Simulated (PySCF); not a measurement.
Relaxation of singlet PtSI₂

These are results of PySCF, PBE0, basis Pt def2-SVP with ECP60, S def2-SVP, I def2-SVP with ECP28 (scalar-relativistic core potentials, no spin–orbit coupling, density fitting), not measurements. A (50,194) grid was used.

A hand-made T-shaped (ligand arrangement 1) start, of Cs symmetry, held to at least that symmetry:

Coordinates in bohr (charge 0 multiplicity 1):
```
Pt   -1.0175    0.0000   -1.3306
S    -4.9079    0.0000   -1.1947
I    -1.0175    0.0000    3.5071
I     3.8172    0.0000   -1.1619
```

At each step, columns x, y, z (Å) and Fx, Fy, Fz (eV/Å):

```
step 0  E − E(last) = 27.12 kJ/mol
Pt  -0.538   0.000  -0.704   1.319   0.000   0.925
S   -2.597   0.000  -0.632  -1.748   0.000  -0.596
I   -0.538   0.000   1.856  -0.234   0.000   0.421
I    2.020   0.000  -0.615   0.663   0.000  -0.750
step 1  E − E(last) = 10.08 kJ/mol
Pt  -0.516   0.000  -0.649  -0.069   0.000   0.528
S   -2.635   0.000  -0.673   0.013   0.000  -0.417
I   -0.562   0.000   1.897  -0.117   0.000   0.347
I    2.059   0.000  -0.671   0.173   0.000  -0.459
step 2  E − E(last) = 2.65 kJ/mol
Pt  -0.506   0.000  -0.582  -0.354   0.000   0.063
S   -2.636   0.000  -0.730   0.487   0.000  -0.138
I   -0.588   0.000   1.959  -0.048   0.000   0.251
I    2.075   0.000  -0.742  -0.085   0.000  -0.177
step 3  E − E(last) = 0.54 kJ/mol
Pt  -0.503   0.000  -0.548  -0.226   0.000  -0.034
S   -2.619   0.000  -0.763   0.353   0.000  -0.011
I   -0.604   0.000   2.001  -0.018   0.000   0.096
I    2.072   0.000  -0.786  -0.109   0.000  -0.051
step 4  E − E(last) = 0.02 kJ/mol
Pt  -0.502   0.000  -0.534  -0.023   0.000   0.004
S   -2.602   0.000  -0.777   0.070   0.000   0.011
I   -0.614   0.000   2.022  -0.003   0.000  -0.004
I    2.064   0.000  -0.807  -0.044   0.000  -0.010
step 5  E − E(last) = 0.00 kJ/mol
Pt  -0.501   0.000  -0.531   0.011   0.000   0.009
S   -2.598   0.000  -0.779   0.000   0.000   0.009
I   -0.616   0.000   2.025  -0.001   0.000  -0.011
I    2.061   0.000  -0.810  -0.011   0.000  -0.007
step 6  E − E(last) = 0.00 kJ/mol
Pt  -0.501   0.000  -0.531   0.008   0.000   0.004
S   -2.598   0.000  -0.779  -0.004   0.000   0.009
I   -0.617   0.000   2.025   0.000   0.000  -0.005
I    2.061   0.000  -0.811  -0.003   0.000  -0.008
```

It ends at Cs with Pt–I 2.558 Å, Pt–I 2.576 Å, Pt–S 2.112 Å; I–Pt–I 99.0°, I–Pt–S 93.9°, I–Pt–S 167.1° (after a last refinement on a finer grid). A frequency run shows 1 imaginary mode, down to 69i cm⁻¹, so it is a saddle point.

Stability towards spin polarisation was not tested. At this level a triplet minimum of C2v symmetry lies 75 kJ/mol below this structure. Spin–orbit coupling, left out here, can matter for elements this heavy.

The relaxation took 26 s on 2 threads of a shared Arm Neoverse V2 host, with 102 basis functions and 7 gradients; the process peaked at 0.73 GiB. Launch command: `OMP_NUM_THREADS=2 python axn.py task.json out`.
